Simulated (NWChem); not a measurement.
# C4H3N; SMILES C(=CC#N)=C

Question: Give the equilibrium geometry at PBE0/def2-SVP (NWChem) as a list of bonds and angles, with the point group.

Answer: point group Cs; any orientation.
Bonds (Å): C1–C2 1.302, C1–H6 1.095, C1–H7 1.095, C2–C3 1.318, C3–C4 1.428, C3–H8 1.097, C4–N5 1.160. Angles (°): C2–C1–H6 121.0, C2–C1–H7 121.0, H6–C1–H7 117.9, C1–C2–C3 179.5, C2–C3–C4 122.9, C2–C3–H8 120.1, C4–C3–H8 117.0, C3–C4–N5 178.6.
